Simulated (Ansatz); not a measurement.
Basis-set extrapolation for C4H3N3OSi (`CO[Si](C#N)(C#N)C#N`) (PBE0-D4/def2-TZVP geometry, frozen core, Ansatz 0.2.0). Multiplicity 1, RHF reference.

```json
{"": "HF", "def2-TZVPP": "-680.576342", "def2-QZVPP": "-680.601478"}
{"": "MP2 correlation", "def2-TZVPP": "-1.505579", "def2-QZVPP": "-1.609763"}
{"": "CCSD(T) correlation", "def2-TZVPP": "-1.596858", "def2-QZVPP": "not run"}
```

Energies in hartree. Use E(X) = E(∞) + A·exp(−7.88·√X) for Hartree–Fock and E(X) = E(∞) + B·X^(−2.97) for correlation, with X = 3 and 4, and add CCSD(T) minus MP2 of the smaller set to the MP2 limit.

**Question.** What is the CCSD(T) energy at the basis-set limit?

**Answer.** HF limit: -680.601478 + (-0.025136) × 0.13774 = -680.60494. MP2 limit: -1.609763 + (-0.104184) × 0.74074 = -1.68694. Higher-order term: -1.596858 − (-1.505579) = -0.09128. Total: -682.38316 hartree, 5.71 eV below CCSD(T)/def2-TZVPP.
